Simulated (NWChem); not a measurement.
Molecule: sulfur difluoride (SF2); SMILES FSF

Results from NWChem. Structure relaxed at the PBE-D3(BJ)/def2-SVP level.

**Question.** Order these by “dipole (D)”, lowest first: Hartree-Fock/def2-QZVP; Hartree-Fock/pcseg-1; Hartree-Fock/def2-TZVPP; Hartree-Fock/pcseg-2.

**Answer.** Hartree-Fock/def2-QZVP (1.59), Hartree-Fock/def2-TZVPP (1.69), Hartree-Fock/pcseg-2 (1.79), Hartree-Fock/pcseg-1 (2.01)
